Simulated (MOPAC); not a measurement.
MOPAC input (MNDO):

```
MNDO PRECISE GNORM=0.05 LET XYZ CHARGE=1 GEO-OK AUX(PRECISION=9) THREADS=1
CHCl2

Cl   -1.43370246 1   -0.17800052 1    0.01936132 1
C    -0.00925733 1    0.60505668 1   -0.02645622 1
Cl    1.43849366 1   -0.13515052 1   -0.00566873 1
H    -0.02590629 1    1.69322759 1   -0.07403672 1
```

Q: What heat of formation does the run end on?

A: 226.09 kcal/mol.
